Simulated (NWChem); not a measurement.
Basis-set convergence for H4BFO

SMILES: FB.O
```xyz
7

B     -0.2392    -0.7017     0.0000
H     -0.1063    -1.3049     1.0611
H     -0.1063    -1.3049    -1.0611
F     -1.2008     0.2935     0.0000
O      1.2338     0.2288     0.0000
H      1.1729     0.8234     0.7768
H      1.1729     0.8234    -0.7768
```
Charge 0, spin multiplicity 1.

Program: NWChem. The geometry was optimised at PBE/def2-SVP, a minimum by its harmonic frequencies.

Quantity: LUMO energy at the level PBE0.

The Pople sets run with spherical d functions. The structure started from a generated list of species.

```json
[
 {"basis": "3-21G", "functions": "35", "LUMO energy (eV)": "___"},
 {"basis": "6-31G*", "functions": "50", "LUMO energy (eV)": "___"},
 {"basis": "def2-SVP", "functions": "62", "LUMO energy (eV)": "___"},
 {"basis": "pcseg-1", "functions": "62", "LUMO energy (eV)": "-0.11"},
 {"basis": "6-311++G**", "functions": "94", "LUMO energy (eV)": "-0.96"},
 {"basis": "aug-cc-pVDZ", "functions": "105", "LUMO energy (eV)": "-0.97"},
 {"basis": "aug-pcseg-1", "functions": "105", "LUMO energy (eV)": "-0.98"},
 {"basis": "def2-TZVP", "functions": "117", "LUMO energy (eV)": "-0.30"},
 {"basis": "cc-pVTZ", "functions": "146", "LUMO energy (eV)": "-0.17"},
 {"basis": "def2-TZVPP", "functions": "149", "LUMO energy (eV)": "-0.31"}
]
```

Task: Fill in the missing entries.

Result: 
- 3-21G, LUMO energy (eV): 1.02
- 6-31G*, LUMO energy (eV): 0.67
- def2-SVP, LUMO energy (eV): 0.26
